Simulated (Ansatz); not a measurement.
`FC[SiH2]NP` from Hartree–Fock to CCSD(T)

Cartesian coordinates in Å:
```
F -1.499 -0.763 -1.835
C -1.033 -1.398 -0.687
Si 0.688 -0.765 -0.230
N 0.721 0.924 0.123
P -0.009 1.576 1.516
H -1.751 -1.213 0.120
H -1.018 -2.479 -0.874
H 1.116 -1.552 0.958
H 1.608 -0.981 -1.376
H 1.068 1.551 -0.587
H 0.969 2.529 1.917
H -0.859 2.571 0.955
```

Total charge 0; spin multiplicity 1. Geometry: relaxed with PBE0-D4/def2-TZVP. It is one conformer, not always the lowest. Frozen core, restricted reference, the Gaussian-basis code of Ansatz. CBS rows extrapolate triple and quadruple zeta; past MP2 they add the triple-zeta difference.

| basis | HF (Eh) | MP2 corr. | CCSD corr. | (T) | CCSD(T) total |
| --- | --- | --- | --- | --- | --- |
| def2-SVP | -825.16033 | -0.70650 | -0.76840 | -0.01881 | -825.94754 |
| def2-TZVPP | -825.62742 | -0.90782 | -0.96180 | -0.03495 | -826.62417 |
| def2-QZVPP | -825.65594 | -0.98019 | – | – | – |
| CBS(def2) | -825.65987 | -1.03380 | -1.08778 | as TZ | -826.78260 |
